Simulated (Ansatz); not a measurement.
Relaxation of ClFH₄O₃Ti (10 atoms, charge 0, multiplicity 1), to a largest force component of 0.03 eV/Å in at most 50 steps.

Computed with Ansatz, RKS PBE-D4/def2-SVP.

```xyz
10
Properties=species:S:1:pos:R:3
Ti -0.577 -0.372 -0.640
F 0.404 0.467 2.107
O 1.114 -0.727 -0.213
H 1.392 -0.365 0.661
O -0.726 1.370 -1.019
H -1.568 1.857 -1.102
Cl -1.226 -1.582 -2.388
O -1.749 -0.802 0.769
H -2.482 -1.436 0.670
H -0.353 -0.048 2.292
```

Question: Where does it end, and by what steps?

Answer: The run converged. After 32 steps the energy has fallen by 0.316 eV; F2 moved furthest, 1.66 Å.

```
step  energy less start (eV)  largest force component (eV/Å)  accepted
   0                  0.0000                           0.904       yes
   2                 -0.1911                           0.519       yes
   4                 -0.2156                           0.162       yes
   6                 -0.2262                           0.370       yes
   8                 -0.2368                           0.060       yes
  10                 -0.2427                           0.174       yes
  12                 -0.2500                           0.533       yes
  14                 -0.2537                           0.376        no
  16                 -0.2665                           0.219       yes
  18                 -0.2742                           0.327       yes
  20                 -0.2850                           0.375       yes
  22                 -0.2951                           0.150       yes
  24                 -0.3003                           0.076       yes
  26                 -0.2983                           0.537        no
  28                 -0.3121                           0.200       yes
  30                 -0.3142                           0.147       yes
  32                 -0.3161                           0.025       yes
```

```xyz
10
Properties=species:S:1:pos:R:3
Ti -0.607 -0.053 -0.588
F 0.551 -1.184 2.223
O 1.042 0.200 -0.001
H 1.217 -0.283 0.855
O -1.209 1.439 -1.355
H -1.777 1.547 -2.139
Cl -0.737 -1.735 -2.032
O -1.533 -0.487 0.951
H -2.363 -0.105 1.288
H -0.353 -0.977 1.934
```

Whether the end is a true minimum wasn't checked by a vibrational analysis.

Time of the run: 58 s on 4 threads of Arm Neoverse V2, on a shared host, peak memory 0.2 GiB.
